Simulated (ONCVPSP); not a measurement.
## aluminium: one change to an ONCV potential, before and after

aluminium (Al), optimised norm-conserving Vanderbilt (ONCV), made with ONCVPSP 4.0.1 (PBE, scalar-relativistic). Core [Ne], reference 3s1.75 3p1.25. Waves: 3s: rc 2.20 bohr, ncon 4, nbas 8, qcut 3.1 1/bohr, 2 projectors, debl 0.7 Ha; 3p: rc 2.05 bohr, ncon 5, nbas 9, qcut 3.7 1/bohr, 2 projectors, debl 0.4 Ha; d scattering state at 0.46 Ha: rc 2.05 bohr, ncon 4, nbas 8, qcut 4.5 1/bohr, 2 projectors, debl 1.6 Ha. Local part: polynomial inside 1.60 bohr (lpopt 4, dvloc0 4 Ha). Core correction: none.

All-electron outer shells of the reference configuration (PBE, scalar-relativistic, ld1.x):

```
shell  level (eV)  outermost node (bohr)  outermost maximum (bohr)
   2s     -108.64                   0.16                      0.50
   2p      -70.11                      –                      0.43
   3s       -7.97                   0.80                      2.09
   3p       -2.88                   0.82                      2.61
```

Change: all radii scaled by about 1.22 (s 2.70, p 2.50, d 2.50 bohr); local potential polynomial inside 1.96 bohr (lpopt 4, dvloc0 4 Ha).

Cutoffs: the cutoffs (Ha) at which the residual kinetic energy of the hardest occupied pseudo-wave falls to 1 and 0.1 mHa per electron; they do not see the model core or the augmentation charge, which bear on the density cutoff. Errors are all-electron minus pseudo energies relative to the spin-unpolarised reference configuration.

Q: Predict the effect on cutoff, ghosts and configuration errors.

A: The potential gets softer (4.9 Ha and 26 Ha → 3.6 Ha and 5.8 Ha); the bound ghost in p disappears; of the 4 tests that both files solve, the error grows in 1 and shrinks in 1 by more than 15 % and 0.3 meV (median size 1.6 → 0.8 meV). A larger radius leaves more room for a smooth pseudo-wave, so fewer plane waves are needed.

```csv
quantity,base,changed
"cutoff, loose",4.9 Ha,3.6 Ha
"cutoff, tight",26 Ha,5.8 Ha
loose cutoff by channel,"s 4.9 Ha, p 2.1 Ha","s 3.6 Ha, p 2.1 Ha"
bound ghosts,p,none
GHOST(+) flags under 300 eV,none,none
"error for 3s2 3p1, meV [ΔE -1.27 eV]",+0.3,-0.1
"error for 3s2 3p0, meV [ΔE 4.49 eV]",-2.8,-3.0
"error for 3s1 3p0, meV [ΔE 23.72 eV]",+8.2,-0.9
"error for 3s2 3p0.5, meV [ΔE 0.82 eV]",-0.2,-0.7
```

Base: The cutoffs count occupied waves only; projector 2 of the d channel, the hardest unoccupied one, needs 19 Ha at the loose tolerance. Changed file: The cutoffs count occupied waves only; projector 2 of the d channel, the hardest unoccupied one, needs 16 Ha at the loose tolerance. A true bound ghost makes a file unfit for plane-wave use even where its test errors are small: the radial tests pick states by their node count and pass the ghost by.
